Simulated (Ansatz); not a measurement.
`F[Si]Br` + NH₃ → `N[Si]F` + HBr at 600 K and 1 bar (ligand exchange at the Si–Br bond).

Computed with Ansatz on PBE0-D4/def2-TZVP structures; ΔE is electronic, products minus reactants. CCSD(T)/CBS is the MP2 limit (def2-TZVPP, def2-QZVPP) plus CCSD(T) − MP2 in def2-TZVPP, frozen cores. This one scheme is used for every species. For Br outer-core shells are correlated without core-valence functions, which leaves a few kJ/mol of doubt a bond. Scalar relativity is left out up to krypton. Each species was taken in one conformer, which may not be the lowest.

| species | CCSD(T)/CBS energy (Eh) | H − E (kJ/mol) | S (J/(mol·K)) |
| --- | --- | --- | --- |
| `F[Si]Br` | -2962.26094 | 37.1 | 324.0 |
| NH₃ | -56.50880 | 112.4 | 219.5 |
| `N[Si]F` | -444.84306 | 109.0 | 318.2 |
| HBr | -2573.91920 | 33.5 | 219.1 |

H − E and S are ideal-gas, rigid-rotor, harmonic terms from PBE0-D4/def2-TZVP, for one conformer and one mirror image of each species. 1 Eh = 2625.50 kJ/mol, R = 8.31446 J/(mol·K).

**Question.** By hand: ΔE, ΔH, ΔS and ΔG.

**Answer.** ΔE = (-444.84306) + (-2573.91920) − (-2962.26094) − (-56.50880) = 0.00748 Eh = 19.6 kJ/mol. Δ(H − E) = 109.0 + 33.5 − 37.1 − 112.4 = -7.0, so ΔH = 12.6 kJ/mol. ΔS = 318.2 + 219.1 − 324.0 − 219.5 = -6.2 J/(mol·K). ΔG = 12.6 − 600 × (-6.2)/1000 = 16.3 kJ/mol.

**Question.** By hand: the equilibrium constant, and the temperature at which ΔG would vanish if ΔH and ΔS stayed fixed.

**Answer.** log₁₀ K = −ΔG/(RT ln 10) = -1.4. ΔH and −TΔS have one sign here, so there is no such temperature.

The number of gas molecules stays the same, so ΔS is small and ΔH decides. A doubt of 5 kJ/mol in ΔE shifts log₁₀ K by 0.4 here. Other conformers and mirror images would add mixing entropy, several J/(mol·K) or more a flexible species. These are equilibria of isolated gas molecules and say nothing of rates. Largest T1 diagnostic: 0.014 (customary marks: 0.02 for closed shells, 0.045 for open ones).

ΔS is within the doubt of such terms, so its sign, and with it that verdict, could turn.
